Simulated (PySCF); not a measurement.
# Two-component Hartree-Fock for Tm⁵⁰⁺ (thulium, charge +50)

Start: [Ar] 3d1; 3d3/2 filled at m_j = +3/2. Calculated with PySCF 2.14 in an uncontracted even-tempered set (15 s from 13 bohr⁻², ratio 2.8; 12 p from 17 bohr⁻², ratio 2.8; 8 d from 17 bohr⁻², ratio 2.8; 3 f from 52 bohr⁻², ratio 3): generalised Hartree-Fock with the X2C-1e Hamiltonian and a Gaussian nucleus; one run each with spin-orbit coupling (SO) switched off, then screened by Boettger's factors.

| spinor shell | electrons | ε, spin-free (eV) | ε, screened SO (eV) | weight of nominal j (screened SO) | rms radius, screened SO (bohr) |
| --- | --- | --- | --- | --- | --- |
| 1s1/2 | 2 | -63031.7 | -63016.7 | 1.000 | 0.0227 |
| 2s1/2 | 2 | -13440.5 | -13435.3 | 1.000 | 0.0909 |
| 2p1/2 | 2 | -12259.5 | -12968.1 | 1.000 | 0.0774 |
| 2p3/2 | 4 | -12259.5 | -11961.9 | 1.000 | 0.0840 |
| 3s1/2 | 2 | -5137.3 | -5135.6 | 1.000 | 0.223 |
| 3p1/2 | 2 | -4768.4 | -4949.2 | 1.000 | 0.212 |
| 3p3/2 | 4 | -4768.4 | -4691.1 | 1.000 | 0.225 |
| 3d3/2 | 1 | -4431.6 | -4464.8 | 1.000 | 0.192 |

```
   quantity     spin-free   screened SO
E (hartree)  -11214.64200  -11227.55006
        M_J           3/2           3/2
       ⟨J²⟩         3.953         3.750
       ⟨L²⟩         6.001         6.042
       ⟨S²⟩         0.750         0.791
```

Each row is a mean over spinors that exchange with the open shell spreads, by up to 23.333 eV (3p1/2).

Breit and QED terms are absent; they matter most for the inner s and p1/2 levels.

Densities and radii are taken from the X2C orbitals without a picture-change correction, which distorts them close to the nucleus.

Without spin-orbit coupling the j labels of p, d and f shells carry no meaning; the spin-free column gives the mean over the occupied spinors of each nl shell, and its ⟨J²⟩ belongs to a mixture of degenerate components.
